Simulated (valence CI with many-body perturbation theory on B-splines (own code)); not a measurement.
## Tl LXXIV: key properties

Calculated by configuration interaction combined with many-body perturbation theory (CI+MBPT): six valence electrons over a frozen Dirac-Fock core [He], a basis of 9 s, 9 p, 8 d, 6 f, 3 g, 1 h functions for each j, with the one-electron correlation potential Σ1, the two-electron term Σ2, the three-electron term Σ3, Breit, model QED; selected CI, second order for the rest, scaled by the run's own slope (own B-spline code, finite nucleus).

No measured spectrum was set against this ion. As an estimate, large intervals hold to a few tenths of a per cent, small ones and those within an open d or f shell to about a per cent. Among the levels kept, up to 1900 cm⁻¹ of a level comes from second order outside the variational space, and about a tenth of that is noise between levels of different J, which matters for small intervals.

Levels are named by their leading jj configuration (3d3/2^4 stands for four electrons in 3d with j = 3/2), which in mixed levels can hold well under half, so a name can repeat and another be missing.

Rates and lifetimes use the calculated energies. Strong lines usually hold to 10 to 20 %, long lifetimes can be off by a factor of two.

Task: What is the ground level?

Result: (2s^2 2p1/2^2 2p3/2^2) J=2, composition 68 % 2s2 2p4 3P + 32 % 2s2 2p4 1D, g = 1.296.

Task: How well does LS coupling describe the low levels?

Result: Among the lowest 20 levels the leading LS term, summed over configurations, holds 60 % on average. For single configurations the figures are 60 % in LS and 100 % in jj coupling. Terms mix most in the J = 2 level at 10516 eV, where the leading one holds 26 %.

Task: What are the static dipole polarisabilities of the lowest levels?

Result: (2s^2 2p1/2^2 2p3/2^2) J=2 3.62e-05 (tensor 5.0e-07); (2s^2 2p1/2^2 2p3/2^2) J=0 3.56e-05 bohr³, of which the core gives 1.41e-07.

Task: Name the longest-lived excited levels whose lifetime is computed, and their main decay.

Result: (2s^2 2p1/2^2 2p3/2^2) J=0 at 70 eV lives 8.73 ms, mostly by E2 to (2s^2 2p1/2^2 2p3/2^2) J=2; (2s^2 2p1/2 2p3/2^3) J=2 at 2153 eV lives 22.5 ps, mostly by M1 to (2s^2 2p1/2^2 2p3/2^2) J=2; (2s^2 2p1/2 2p3/2^3) J=1 at 2134 eV lives 9.97 ps, mostly by M1 to (2s^2 2p1/2^2 2p3/2^2) J=2.

Task: What is the ionisation energy?

Result: 19842 eV; NIST lists 19840 ± 90 eV (theoretical).
